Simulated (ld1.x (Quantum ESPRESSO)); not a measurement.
**Sb: variants of one PAW potential**

Base potential:

```json
{
 "Element": "Sb (Z = 51)",
 "Generator": "ld1.x (Quantum ESPRESSO) 7.5",
 "Type": "PAW",
 "Functional": "LDA (PZ)",
 "Relativity": "scalar-relativistic",
 "Frozen core": "[Kr] 4d10",
 "Valence charge": "5",
 "Reference configuration": "5s2 5p3",
 "Partial waves": "5s (bound): rcut 1.75, rcutus 1.90 bohr; 5s channel at 0.9 Ry: rcut 1.75, rcutus 1.90 bohr; 5p (bound): rcut 1.85, rcutus 2.30 bohr; 5p channel at 0.05 Ry: rcut 1.85, rcutus 2.30 bohr; 5d channel at 0.3 Ry: rcut 1.85, rcutus 2.40 bohr; 5d channel at 1.6 Ry: rcut 1.85, rcutus 2.40 bohr",
 "Local potential": "all-electron potential smoothed inside 1.45 bohr (lloc = -1)",
 "Core correction": "Bessel-smoothed model core, default radius (core density twice the valence density)",
 "Augmentation charge": "PSQ, inside the norm-conserving radii"
}
```

All-electron outer shells of the reference configuration (LDA (PZ), scalar-relativistic, ld1.x):

```json
{"shell": "4p", "level (eV)": "-101.60", "outermost node (bohr)": "0.39", "outermost maximum (bohr)": "0.76"}
{"shell": "4d", "level (eV)": "-33.55", "outermost node (bohr)": "0.38", "outermost maximum (bohr)": "0.84"}
{"shell": "5s", "level (eV)": "-13.09", "outermost node (bohr)": "0.95", "outermost maximum (bohr)": "1.88"}
{"shell": "5p", "level (eV)": "-5.00", "outermost node (bohr)": "1.04", "outermost maximum (bohr)": "2.32"}
```

Cutoffs, loose and tight: the cutoffs (Ry, on a coarse ladder) from which the occupation-weighted sum of valence levels, in a spherical-Bessel basis at the reference potential, stays within 10 and 1 mRy of its value at 400 Ry. They do not see the model core or the augmentation charge, which bear on the density cutoff. Test errors are all-electron minus pseudo excitation energies from the reference, over the configurations 5s2 5p2; 5s2 5p1; 5s2 5p0; 5s1 5p4; 5s1 5p0; 5s1 5p3; 5s0 5p5 (two spin-polarised tests are not counted in the largest error). A dash means not determined; rows that change the core or the reference have their own tests.

A true bound ghost makes a file unfit for plane-wave use even where its test errors are small: the radial tests pick states by their node count and pass the ghost by.

Cutoffs are not given where the Bessel-basis levels miss the radial ones by over 6 mRy, ghosts where they miss by over 20 mRy; a channel whose overlap is not positive is not tested.

A file whose overlap is not positive is unfit for use, and its test errors describe a broken file.

| change | outcome | cutoff, loose | cutoff, tight | bound ghosts | largest test error (meV) |
| --- | --- | --- | --- | --- | --- |
| base | generated | 10 Ry | 21 Ry | s, d | -667 |
| waves 5d channel at 0.3 Ry: rcut 1.85, rcutus 3.70 bohr; 5d channel at 1.6 Ry: rcut 1.85, rcutus 3.70 bohr | generated, overlap not positive | – | – | s (d not tested, overlap not positive) | -667 |
| local potential all-electron potential smoothed inside 1.65 bohr (lloc = -2) | generated | 10 Ry | 18 Ry | d | -664 |
| wave 5d channel at 0.3 Ry: rcut 1.85, rcutus 2.40 bohr becomes 5d channel at 0.23 Ry: rcut 1.85, rcutus 2.40 bohr | generated | 10 Ry | 21 Ry | s, d | -667 |
| type TM; waves now 5p (bound): rc 2.30 bohr; 5d channel at 0.3 Ry: rc 2.40 bohr; 5s (bound): rc 1.90 bohr; local potential the s channel | generated | 25 Ry | 35 Ry | none | -464 |
| waves 5p (bound): rcut 1.85, rcutus 3.46 bohr; 5p channel at 0.05 Ry: rcut 1.85, rcutus 3.46 bohr | generated, overlap not positive | – | – | s, d (p not tested, overlap not positive) | -666 |

Task: What comes out with this change to the base: core [Ar] 3d10 4s2, valence charge 21; reference 4p6 4d10 5s1.75 5p3.25; waves now 5s (bound): rcut 1.60, rcutus 2.10 bohr; 5s channel at 0.9 Ry: rcut 1.60, rcutus 2.10 bohr; 4p (bound): rcut 1.10, rcutus 1.15 bohr; 5p (bound): rcut 1.10, rcutus 1.15 bohr; 4d (bound): rcut 1.25, rcutus 1.45 bohr; 4d channel at 1.6 Ry: rcut 1.25, rcutus 1.45 bohr; 4f channel at 0.4 Ry: rcut 1.75, rcutus 2.15 bohr; local potential all-electron potential smoothed inside 0.95 bohr (lloc = -1); core correction Bessel-smoothed model core inside 0.55 bohr?

Result: outcome: generated, overlap not positive; bound ghosts: not determined (overlap not positive); largest test error (meV): -21. A file whose overlap is not positive is unfit for use, and its test errors describe a broken file.

Task: What comes out with this change to the base: fully relativistic?

Result: outcome: generated; bound ghosts: not determined; largest test error (meV): -650.

Task: What comes out with this change to the base: removed wave 5d channel at 1.6 Ry: rcut 1.85, rcutus 2.40 bohr?

Result: outcome: generated; cutoff, loose: 10 Ry; cutoff, tight: 21 Ry; bound ghosts: s; largest test error (meV): -667.
